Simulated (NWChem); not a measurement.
System: C$_{4}$H$_{3}$F; SMILES C#CC(=C)F

Excerpt of the output:

```
             Northwest Computational Chemistry Package (NWChem) 7.3.0
             --------------------------------------------------------

                             Geometry "geometry" -> ""
                             -------------------------

 Output coordinates in angstroms (scale by  1.889725989 to convert to a.u.)

  No.       Tag          Charge          X              Y              Z
 ---- ---------------- ---------- -------------- -------------- --------------
    1 C                    6.0000     0.05531900     2.19465900     0.00000000
    2 C                    6.0000    -0.00234900     0.97117500     0.00000000
    3 C                    6.0000    -0.05663200    -0.45562700     0.00000000
    4 C                    6.0000    -1.17923000    -1.20276700     0.00000000
    5 F                    9.0000     1.15800100    -1.05097200     0.00000000
    6 H                    1.0000     0.10271400     3.27504100     0.00000000
    7 H                    1.0000    -2.16279000    -0.71684900     0.00000000
    8 H                    1.0000    -1.11142400    -2.29968500     0.00000000

 Effective nuclear repulsion energy (a.u.)     140.1681557158

                                 NWChem DFT Module
                                 -----------------

 Summary of "ao basis" -> "ao basis" (spherical)
 ------------------------------------------------------------------------------
       Tag                 Description            Shells   Functions and Types
 ---------------- ------------------------------  ------  ---------------------
 C                           6-31g*                  6       14   3s2p1d
 F                           6-31g*                  6       14   3s2p1d
 H                           6-31g*                  2        2   2s

 in cosmo_initialize ...
 calling solv_data for solv:thf

 solvent parameters
 solvname_short: thf
 solvname_long:  tetrahydrofuran
 dielec:        7.4257
 dielecinf:     1.9740
 nonaqueous SMD model solvent descriptors
 dielec:        7.4257
 sola:          0.0000
 solb:          0.4800
 solc:          0.0000
 solg:         39.4400
 solh:          0.0000
 soln:          1.4050

          ---------------
          -cosmo- solvent
          ---------------
 Cosmo: York-Karplus, doi: 10.1021/jp992097l
 dielectric constant -eps-     =   7.43
 screen = (eps-1)/(eps    )    =   0.86533
 surface charge correction     = lagrangian

   van der Waals surface
 --------------------------

 ---------- ATOMIC COORDINATES (A.U.) ------------ VDWR(ANG.) --
     1    0.10453775    4.14730415    0.00000000     1.850
     2   -0.00443897    1.83525464    0.00000000     1.850
     3   -0.10701896   -0.86101018    0.00000000     1.850
     4   -2.22842158   -2.27290006    0.00000000     1.850
     5    2.18830458   -1.98604910    0.00000000     1.730
     6    0.19410132    6.18893009    0.00000000     1.200
     7   -4.08708047   -1.35464819    0.00000000     1.200
     8   -2.10028682   -4.34577451    0.00000000     1.200
 number of segments per atom =        128
 number of   points per atom =        128
 atom (   nspa,  nppa )
 ----------------------
    1 (     78,     0 )       0
    2 (     56,     0 )       0
    3 (     30,     0 )       0
    4 (     68,     0 )       0
    5 (     86,     0 )       0
    6 (     54,     0 )       0
    7 (     54,     0 )       0
    8 (     54,     0 )       0
 number of -cosmo- surface points =      480
 molecular surface =    107.362 angstrom**2
 molecular volume  =     82.961 angstrom**3
 -lineq- algorithm             =   0
 -bem- low  level              =   3
 -bem- from -octahedral-
 gaussian surface charge width =   4.50000
 degree of switching           =   1.00000
 switching function tolerance  =   0.00010
 atomic radii =
 --------------
    1  6.000  1.850
    2  6.000  1.850
    3  6.000  1.850
    4  6.000  1.850
    5  9.000  1.730
    6  1.000  1.200
    7  1.000  1.200
    8  1.000  1.200
 ...... end of -cosmo- initialization ......

 nat:                     8
 ixmem:                  3618
 calling mnsol_interface()
 G(SMD-CDS) energy (kcal/mol)  =     1.542
 SMD-CDS SASA (angstrom**2)    =   129.393

[...]

                                COSMO-SMD solvation results
                                ---------------------------

             internal energy in gas <Psi(g)|H|Psi(g)> =      -253.958042460056
         internal energy in solvent <Psi(s)|H|Psi(s)> =      -253.957267480378
                               delta internal energy  =         0.000774979678 (    0.49 kcal/mol)
   total free energy in solvent <Psi(s)|H+V/2|Psi(s)> =      -253.963978823643
 polarization energy contribution <Psi(s)|V/2|Psi(s)> =        -0.006711343265 (   -4.21 kcal/mol)
    total free energy in solvent including G(SMD-CDS) =      -253.961521676958
                       G(SMD-CDS) energy contribution =         0.002457146685 (    1.54 kcal/mol)
     1 M fixed-concentration free energy of solvation =        -0.003479216902 (   -2.18 kcal/mol)

                       DFT Final Molecular Orbital Analysis
                       ------------------------------------

 Vector   16  Occ=2.000000D+00  E=-3.275290D-01
              MO Center=  7.0D-02,  5.7D-01, -1.9D-09, r^2= 2.6D+00
   Bfn.  Coefficient  Atom+Function         Bfn.  Coefficient  Atom+Function
  ----- ------------  ---------------      ----- ------------  ---------------
    19      0.363509  2 C  pz                 5      0.286075  1 C  pz
    61     -0.284442  5 F  pz                33      0.235570  3 C  pz
    23      0.216079  2 C  pz                65     -0.212516  5 F  pz
    47      0.160650  4 C  pz                 9      0.159207  1 C  pz
    51      0.114302  4 C  pz                37      0.102569  3 C  pz

 Vector   17  Occ=2.000000D+00  E=-2.965303D-01
              MO Center=  2.6D-02,  1.5D+00, -2.0D-10, r^2= 1.7D+00
   Bfn.  Coefficient  Atom+Function         Bfn.  Coefficient  Atom+Function
  ----- ------------  ---------------      ----- ------------  ---------------
    17      0.418686  2 C  px                 3      0.407998  1 C  px
     7      0.260253  1 C  px                21      0.230616  2 C  px
    60     -0.113072  5 F  py                64     -0.080785  5 F  py
    46      0.077320  4 C  py                76     -0.056616  8 H  s
    48      0.052507  4 C  s                 75     -0.047618  8 H  s

 Vector   18  Occ=2.000000D+00  E=-2.484535D-01
              MO Center= -4.2D-01,  3.6D-02, -1.9D-10, r^2= 3.4D+00
   Bfn.  Coefficient  Atom+Function         Bfn.  Coefficient  Atom+Function
  ----- ------------  ---------------      ----- ------------  ---------------
    47      0.368598  4 C  pz                 5     -0.304147  1 C  pz
    51      0.297654  4 C  pz                33      0.282613  3 C  pz
     9     -0.222724  1 C  pz                19     -0.197998  2 C  pz
    61     -0.182229  5 F  pz                37      0.150896  3 C  pz
    65     -0.144003  5 F  pz                23     -0.108344  2 C  pz

 Vector   19  Occ=0.000000D+00  E=-3.496679D-02
              MO Center= -4.3D-01,  1.2D-01,  2.1D-09, r^2= 3.7D+00
   Bfn.  Coefficient  Atom+Function         Bfn.  Coefficient  Atom+Function
  ----- ------------  ---------------      ----- ------------  ---------------
    51      0.472097  4 C  pz                 9      0.397303  1 C  pz
    47      0.372408  4 C  pz                33     -0.328872  3 C  pz
    37     -0.319770  3 C  pz                 5      0.315399  1 C  pz
    23     -0.256808  2 C  pz                19     -0.202846  2 C  pz
    61      0.129481  5 F  pz                65      0.120597  5 F  pz

 Vector   20  Occ=0.000000D+00  E= 1.406683D-02
              MO Center=  2.4D-02,  1.1D+00, -9.4D-10, r^2= 3.0D+00
   Bfn.  Coefficient  Atom+Function         Bfn.  Coefficient  Atom+Function
  ----- ------------  ---------------      ----- ------------  ---------------
     7      0.580879  1 C  px                21     -0.490189  2 C  px
     3      0.406189  1 C  px                17     -0.377034  2 C  px
    76      0.305026  8 H  s                 62      0.231540  5 F  s
    34     -0.216945  3 C  s                 48     -0.197224  4 C  s
    35     -0.187325  3 C  px                63     -0.156303  5 F  px

 Vector   21  Occ=0.000000D+00  E= 1.185909D-01
              MO Center= -1.3D-01,  6.4D-01,  4.8D-08, r^2= 3.1D+00
   Bfn.  Coefficient  Atom+Function         Bfn.  Coefficient  Atom+Function
  ----- ------------  ---------------      ----- ------------  ---------------
    23      0.721986  2 C  pz                 9     -0.584234  1 C  pz
    37     -0.572297  3 C  pz                33     -0.448911  3 C  pz
    19      0.441627  2 C  pz                51      0.387396  4 C  pz
     5     -0.279591  1 C  pz                47      0.170965  4 C  pz
    65      0.135533  5 F  pz                61      0.128349  5 F  pz

     Multipole analysis of the density
     ---------------------------------

     L   x y z        total         alpha         beta         nuclear
     -   - - -        -----         -----         ----         -------
     0   0 0 0     -0.000000    -18.000000    -18.000000     36.000000

     1   1 0 0     -0.589945     -0.439685     -0.439685      0.289425
     1   0 1 0      0.363899      0.328971      0.328971     -0.294043
     1   0 0 1      0.000000      0.000000      0.000000      0.000000

     2   2 0 0    -20.387259    -57.284020    -57.284020     94.180781
     2   1 1 0      1.576531     -4.334559     -4.334559     10.245648
     2   1 0 1     -0.000000     -0.000000     -0.000000      0.000000
     2   0 2 0    -14.424398   -133.900914   -133.900914    253.377430
     2   0 1 1      0.000000      0.000000      0.000000      0.000000
     2   0 0 2    -21.885206    -10.942603    -10.942603      0.000000
```

Level: B3LYP/6-31G* (spherical d), SMD on the gas-phase geometry. The geometry was optimised at PBE-D3(BJ)/def2-SVP. Solvent: tetrahydrofuran.

Question: Reconstruct the input file.

Answer: This is not unique; one that fits is the input that was run:
```
start job
memory heap 200 mb stack 900 mb global 1100 mb
geometry units angstroms noautosym nocenter noautoz
  C      0.055319     2.194659     0.000000
  C     -0.002349     0.971175     0.000000
  C     -0.056632    -0.455627     0.000000
  C     -1.179230    -1.202767     0.000000
  F      1.158001    -1.050972     0.000000
  H      0.102714     3.275041     0.000000
  H     -2.162790    -0.716849     0.000000
  H     -1.111424    -2.299685     0.000000
end
basis spherical
  * library 6-31g*
end
dft
  xc b3lyp
  iterations 150
end
cosmo
  do_cosmo_smd true
  solvent thf
end
task dft energy
```
